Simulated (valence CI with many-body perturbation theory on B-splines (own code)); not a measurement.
## Er⁴⁵⁺: E2, M1 decay

Level of theory: valence CI with perturbative core correlation (CI+MBPT): five valence electrons over a frozen Dirac-Fock core [Ar], radial functions for each j: 7 s, 7 p, 8 d, 6 f, 4 g, 1 h, with the one-electron correlation potential Σ1 (screened to all orders), the two-electron term Σ2, the three-electron term Σ3, Breit, model QED; selected single and double excitations, second order for the rest, scaled by the run's own slope (own B-spline code, finite nucleus).

The last digits are not significant, and no measured levels were compared; by estimate large intervals hold to a few tenths of a per cent, small ones and those within an open d or f shell to about a per cent. Among the levels kept, up to 260 cm⁻¹ of a level comes from second order outside the variational space, and about a tenth of that is noise between levels of different J, which matters for small intervals. Only levels of the ground parity were solved; by the run's estimate the other parity begins above the list, which can be wrong where configurations are misplaced.

Lines 1 to 50 of 120 in falling wavelength, among levels below 206.19 eV, chosen from the decays that carry over 1 % of a level's rate. Wavelengths and rates use the calculated energies. Electric multipoles are in the length gauge, E1 and E2 with the static RPA response of the core. S is in atomic units (e²a₀⁴ for E2 and M2, e²a₀⁶ for E3), for M1 in squared Bohr magnetons. Weak lines are less certain than strong ones. Lines between different terms over intervals too small for the method are left out, as are lines whose strength nearly cancels.

Levels are named by their leading jj configuration (3d3/2^4 stands for four electrons in 3d with j = 3/2), which in mixed levels can hold well under half, so a name can repeat and another be missing. Letters in brackets count levels of one name in rising energy.

| λ vac (nm) | Upper | Lower | Type | A (s⁻¹) | S (a.u.) |
| --- | --- | --- | --- | --- | --- |
| 911.6 | (3d3/2^3 3d5/2^2) J=11/2 | (3d3/2^3 3d5/2^2) J=7/2 [a] | E2 | 4.06e-08 | 2.74e-05 |
| 272.1 | (3d3/2^3 3d5/2^2) J=9/2 | (3d3/2^3 3d5/2^2) J=11/2 | M1 | 4.58e+02 | 3.42e+00 |
| 209.6 | (3d3/2^3 3d5/2^2) J=9/2 | (3d3/2^3 3d5/2^2) J=7/2 [a] | M1 | 1.13e+03 | 3.84e+00 |
| 167.3 | (3d3/2^3 3d5/2^2) J=5/2 [b] | (3d3/2^3 3d5/2^2) J=3/2 [a] | M1 | 1.79e+03 | 1.86e+00 |
| 126.3 | (3d3/2^3 3d5/2^2) J=1/2 | (3d3/2^3 3d5/2^2) J=3/2 [a] | M1 | 1.24e+04 | 1.86e+00 |
| 114.5 | (3d3/2^3 3d5/2^2) J=7/2 [a] | (3d3/2^3 3d5/2^2) J=5/2 [a] | M1 | 6.51e+03 | 2.90e+00 |
| 93.56 | (3d3/2^3 3d5/2^2) J=7/2 [b] | (3d3/2^3 3d5/2^2) J=7/2 [a] | M1 | 2.83e+03 | 6.88e-01 |
| 79.98 | (3d3/2^3 3d5/2^2) J=3/2 [b] | (3d3/2^3 3d5/2^2) J=1/2 | M1 | 2.62e+03 | 1.98e-01 |
| 79.70 | (3d3/2^2 3d5/2^3) J=7/2 [b] | (3d3/2^2 3d5/2^3) J=7/2 [a] | M1 | 4.82e+03 | 7.24e-01 |
| 77.68 | (3d3/2^2 3d5/2^3) J=1/2 [b] | (3d3/2^2 3d5/2^3) J=3/2 [a] | M1 | 2.17e+04 | 7.54e-01 |
| 70.87 | (3d3/2^2 3d5/2^3) J=9/2 [c] | (3d3/2^2 3d5/2^3) J=9/2 [b] | M1 | 1.94e+04 | 2.56e+00 |
| 69.22 | (3d3/2^3 3d5/2^2) J=3/2 [b] | (3d3/2^3 3d5/2^2) J=5/2 [b] | M1 | 7.83e+03 | 3.85e-01 |
| 63.11 | (3d3/2^3 3d5/2^2) J=5/2 [b] | (3d3/2^3 3d5/2^2) J=5/2 [a] | M1 | 3.86e+04 | 2.16e+00 |
| 57.16 | (3d3/2^2 3d5/2^3) J=3/2 [c] | (3d3/2^2 3d5/2^3) J=1/2 [b] | M1 | 1.29e+04 | 3.58e-01 |
| 55.99 | (3d3/2^2 3d5/2^3) J=1/2 [a] | (3d3/2^3 3d5/2^2) J=3/2 [b] | M1 | 5.60e+04 | 7.28e-01 |
| 50.29 | (3d3/2^2 3d5/2^3) J=5/2 [b] | (3d3/2^3 3d5/2^2) J=3/2 [b] | M1 | 3.96e+04 | 1.12e+00 |
| 48.96 | (3d3/2^3 3d5/2^2) J=3/2 [b] | (3d3/2^3 3d5/2^2) J=3/2 [a] | M1 | 2.05e+04 | 3.57e-01 |
| 48.19 | (3d3/2^2 3d5/2^3) J=3/2 [b] | (3d3/2^2 3d5/2^3) J=5/2 [a] | M1 | 1.21e+04 | 2.00e-01 |
| 44.83 | (3d3/2^2 3d5/2^3) J=3/2 [c] | (3d3/2^2 3d5/2^3) J=5/2 [c] | M1 | 2.99e+04 | 3.99e-01 |
| 38.73 | (3d3/2^2 3d5/2^3) J=9/2 [a] | (3d3/2^3 3d5/2^2) J=7/2 [b] | M1 | 7.68e+04 | 1.65e+00 |
| 37.20 | (3d3/2^2 3d5/2^3) J=5/2 [c] | (3d3/2^3 3d5/2^2) J=3/2 [b] | M1 | 2.14e+05 | 2.45e+00 |
| 36.48 | (3d3/2^2 3d5/2^3) J=7/2 [a] | (3d3/2^3 3d5/2^2) J=5/2 [b] | M1 | 1.63e+05 | 2.35e+00 |
| 36.37 | (3d3/2^2 3d5/2^3) J=5/2 [a] | (3d3/2^3 3d5/2^2) J=3/2 [a] | M1 | 2.34e+04 | 2.51e-01 |
| 35.95 | (3d3/2^2 3d5/2^3) J=3/2 [b] | (3d3/2^3 3d5/2^2) J=3/2 [b] | M1 | 7.66e+03 | 5.28e-02 |
| 34.93 | (3d3/2^2 3d5/2^3) J=5/2 [a] | (3d3/2^3 3d5/2^2) J=7/2 [a] | M1 | 1.54e+05 | 1.47e+00 |
| 34.30 | (3d3/2^3 3d5/2^2) J=5/2 [a] | (3d3/2^4 3d5/2) J=5/2 | M1 | 8.85e+05 | 7.95e+00 |
| 34.02 | (3d3/2 3d5/2^4) J=5/2 [a] | (3d3/2^2 3d5/2^3) J=5/2 [b] | M1 | 3.16e+04 | 2.76e-01 |
| 33.61 | (3d3/2^2 3d5/2^3) J=7/2 [a] | (3d3/2^3 3d5/2^2) J=9/2 | M1 | 2.60e+05 | 2.93e+00 |
| 33.46 | (3d3/2 3d5/2^4) J=7/2 [a] | (3d3/2^2 3d5/2^3) J=5/2 [c] | M1 | 1.47e+05 | 1.64e+00 |
| 33.04 | (3d3/2^2 3d5/2^3) J=11/2 | (3d3/2^3 3d5/2^2) J=9/2 | M1 | 1.03e+05 | 1.66e+00 |
| 33.01 | (3d3/2^3 3d5/2^2) J=3/2 [b] | (3d3/2^3 3d5/2^2) J=5/2 [a] | M1 | 1.72e+04 | 9.16e-02 |
| 32.93 | (3d3/2^2 3d5/2^3) J=1/2 [a] | (3d3/2^3 3d5/2^2) J=1/2 | M1 | 4.56e+05 | 1.21e+00 |
| 32.83 | (3d3/2 3d5/2^4) J=5/2 [a] | (3d3/2^2 3d5/2^3) J=3/2 [a] | M1 | 1.07e+05 | 8.44e-01 |
| 32.52 | (3d3/2^2 3d5/2^3) J=5/2 [b] | (3d3/2^3 3d5/2^2) J=7/2 [b] | M1 | 1.08e+05 | 8.23e-01 |
| 31.92 | (3d3/2^2 3d5/2^3) J=3/2 [a] | (3d3/2^3 3d5/2^2) J=1/2 | M1 | 8.35e+04 | 4.03e-01 |
| 31.55 | (3d3/2^2 3d5/2^3) J=1/2 [b] | (3d3/2^3 3d5/2^2) J=3/2 [b] | M1 | 1.36e+04 | 3.15e-02 |
| 31.51 | (3d3/2^2 3d5/2^3) J=9/2 [a] | (3d3/2^3 3d5/2^2) J=9/2 | M1 | 7.49e+03 | 8.69e-02 |
| 31.06 | (3d3/2^2 3d5/2^3) J=5/2 [d] | (3d3/2^2 3d5/2^3) J=5/2 [b] | M1 | 5.24e+04 | 3.49e-01 |
| 30.91 | (3d3/2 3d5/2^4) J=3/2 [a] | (3d3/2^2 3d5/2^3) J=5/2 [c] | M1 | 2.03e+05 | 8.88e-01 |
| 30.27 | (3d3/2 3d5/2^4) J=7/2 [a] | (3d3/2^2 3d5/2^3) J=9/2 [b] | M1 | 1.60e+05 | 1.32e+00 |
| 30.07 | (3d3/2^2 3d5/2^3) J=5/2 [d] | (3d3/2^2 3d5/2^3) J=3/2 [a] | M1 | 1.09e+05 | 6.57e-01 |
| 30.06 | (3d3/2^2 3d5/2^3) J=3/2 [a] | (3d3/2^3 3d5/2^2) J=5/2 [b] | M1 | 3.47e+05 | 1.40e+00 |
| 29.46 | (3d3/2^2 3d5/2^3) J=11/2 | (3d3/2^3 3d5/2^2) J=11/2 | M1 | 6.46e+05 | 7.35e+00 |
| 29.14 | (3d3/2 3d5/2^4) J=11/2 | (3d3/2^2 3d5/2^3) J=9/2 [b] | M1 | 1.48e+05 | 1.63e+00 |
| 29.13 | (3d3/2^2 3d5/2^3) J=5/2 [b] | (3d3/2^3 3d5/2^2) J=5/2 [b] | M1 | 4.34e+05 | 2.38e+00 |
| 28.97 | (3d3/2^2 3d5/2^3) J=7/2 [a] | (3d3/2^3 3d5/2^2) J=7/2 [a] | M1 | 3.93e+05 | 2.83e+00 |
| 28.90 | (3d3/2^2 3d5/2^3) J=9/2 [b] | (3d3/2^3 3d5/2^2) J=7/2 [b] | M1 | 1.20e+05 | 1.07e+00 |
| 28.24 | (3d3/2^2 3d5/2^3) J=9/2 [a] | (3d3/2^3 3d5/2^2) J=11/2 | M1 | 2.61e+05 | 2.18e+00 |
| 27.54 | (3d3/2 3d5/2^4) J=5/2 [a] | (3d3/2^2 3d5/2^3) J=7/2 [a] | M1 | 5.18e+05 | 2.40e+00 |
| 27.49 | (3d3/2^2 3d5/2^3) J=7/2 [b] | (3d3/2^3 3d5/2^2) J=7/2 [b] | M1 | 1.26e+05 | 7.73e-01 |
